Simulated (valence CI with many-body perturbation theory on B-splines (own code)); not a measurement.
## Energy levels of Pb LXX

Calculated by relativistic CI+MBPT: three valence electrons over a frozen Dirac-Fock core [Ne], a basis of 9 s, 9 p, 8 d, 6 f, 3 g, 1 h functions for each j, with the one-electron correlation potential Σ1, the two-electron term Σ2, the three-electron term Σ3, Breit, model QED; selected CI, second order for the rest, scaled by the run's own slope (own B-spline code, finite nucleus).

No measured spectrum was set against this ion. As an estimate, large intervals hold to a few tenths of a per cent, small ones and those within an open d or f shell to about a per cent.

Levels 1 to 33 of 33, with energies above the lowest level, (3s^2 3p1/2) J=1/2. "Leading %" is the weight of the configuration and term that name the level; weights of strongly mixed levels are sums over their largest components and can fall short, so below about 35 % the name and the second component can differ from the true leading terms, or belong to a minority configuration. In the jj column 3d3/2^4 stands for four electrons in 3d with j = 3/2. Lifetimes count E1, E2, E3, M1 and M2 decay at the calculated energies, and are blank where another channel may lead or the interval is too uncertain; long ones can be off by a factor of two.

| No. | Configuration | Term | J | E (eV) | Leading % | Lifetime | Leading jj |
| --- | --- | --- | --- | --- | --- | --- | --- |
| 1 | 3s2 3p | 2P° | 1/2 | 0.0 | 100 |  | 3s^2 3p1/2 (100 %) |
| 2 | 3s 3p2 | 4P | 1/2 | 198.8 | 50 | 19.2 ps | 3s 3p1/2^2 (100 %) |
| 3 | 3s2 3p | 2P° | 3/2 | 596.2 | 99 | 432 ps | 3s^2 3p3/2 (99 %) |
| 4 | 3s 3p2 | 4P | 3/2 | 759.4 | 88 | 26.7 ps | 3s 3p1/2 3p3/2 (99 %) |
| 5 | 3s 3p2 | 2D | 5/2 | 780.6 | 63 | 51.4 ps | 3s 3p1/2 3p3/2 (98 %) |
| 6 | 3s 3p2 | 2D | 3/2 | 802.9 | 45 | 598 fs | 3s 3p1/2 3p3/2 (77 %) |
| 7 | 3s 3p2 | 2P | 1/2 | 815.5 | 68 | 145 fs | 3s 3p1/2 3p3/2 (99 %) |
| 8 | 3s2 3d | 2D | 3/2 | 864.5 | 76 | 109 fs | 3s^2 3d3/2 (76 %) |
| 9 | 3s2 3d | 2D | 5/2 | 984.8 | 98 | 2.12 ps | 3s^2 3d5/2 (98 %) |
| 10 | 3s 3p 3d | 4F° | 3/2 | 994.2 | 40 | 2.63 ps | 3s 3p1/2 3d3/2 (65 %) |
| 11 | 3s 3p 3d | 4F° | 3/2 | 1009.3 | 37 | 952 fs | 3s 3p1/2 3d3/2 (50 %) |
| 12 | 3s 3p 3d | 4F° | 5/2 | 1020.4 | 40 | 27.5 ps | 3s 3p1/2 3d3/2 (99 %) |
| 13 | 3s 3p 3d | 4D° | 1/2 | 1051.2 | 55 | 183 fs | 3s 3p1/2 3d3/2 (99 %) |
| 14 | 3s 3p 3d | 4D° | 3/2 | 1061.1 | 29 | 115 fs | 3s 3p1/2 3d3/2 (83 %) |
| 15 | 3s 3p 3d | 4P° | 5/2 | 1152.3 | 38 | 2.21 ps | 3s 3p1/2 3d5/2 (100 %) |
| 16 | 3s 3p 3d | 4F° | 7/2 | 1169.5 | 40 | 2.76 ps | 3s 3p1/2 3d5/2 (99 %) |
| 17 | 3s 3p 3d | 2F° | 5/2 | 1180.9 | 51 | 2.40 ps | 3s 3p1/2 3d5/2 (99 %) |
| 18 | 3s 3p 3d | 2P° | 3/2 | 1185.5 | 38 | 994 fs | 3s 3p1/2 3d5/2 (95 %) |
| 19 | 3p2 3d | 2D | 3/2 | 1240.7 | 42 | 5.14 ps | 3p1/2^2 3d3/2 (99 %) |
| 20 | 3s 3p2 | 4P | 5/2 | 1368.5 | 63 | 603 fs | 3s 3p3/2^2 (99 %) |
| 21 | 3p2 3d | 2D | 5/2 | 1390.8 | 35 | 1.99 ps | 3p1/2^2 3d5/2 (99 %) |
| 22 | 3s 3p2 | 2S | 1/2 | 1411.5 | 68 | 201 fs | 3s 3p3/2^2 (99 %) |
| 23 | 3s 3p2 | 2P | 3/2 | 1419.5 | 59 | 98.8 fs | 3s 3p3/2^2 (99 %) |
| 24 | 3p3 | 2D° | 5/2 | 1584.0 | 62 | 349 fs | 3p1/2 3p3/2^2 (62 %) |
| 25 | 3p3 | 4S° | 3/2 | 1591.1 | 49 | 134 fs | 3p1/2 3p3/2^2 (90 %) |
| 26 | 3p3 | 2P° | 1/2 | 1610.3 | 70 | 172 fs | 3p1/2 3p3/2^2 (70 %) |
| 27 | 3s 3p 3d | 4D° | 3/2 | 1616.9 | 43 | 174 fs | 3s 3p3/2 3d3/2 (95 %) |
| 28 | 3s 3p 3d | 4P° | 1/2 | 1619.4 | 68 | 236 fs | 3s 3p3/2 3d3/2 (87 %) |
| 29 | 3s 3p 3d | 4D° | 5/2 | 1623.9 | 33 | 130 fs | 3s 3p3/2 3d3/2 (74 %) |
| 30 | 3s 3p 3d | 4F° | 7/2 | 1625.0 | 42 | 256 fs | 3s 3p3/2 3d3/2 (97 %) |
| 31 | 3s 3p 3d | 2D° | 3/2 | 1658.5 | 59 | 91.2 fs | 3s 3p3/2 3d3/2 (92 %) |
| 32 | 3s 3p 3d | 2F° | 5/2 | 1671.5 | 62 | 78.9 fs | 3s 3p3/2 3d3/2 (88 %) |
| 33 | 3s 3p 3d | 2P° | 1/2 | 1678.9 | 61 | 71.5 fs | 3s 3p3/2 3d3/2 (83 %) |

The ionisation energy to 3s2 1S_0 of the next ion comes out as 8680.8 eV (NIST: 8680 ± 50 eV (theoretical)). All 33 levels together are meant to be complete up to 1724.8 eV.
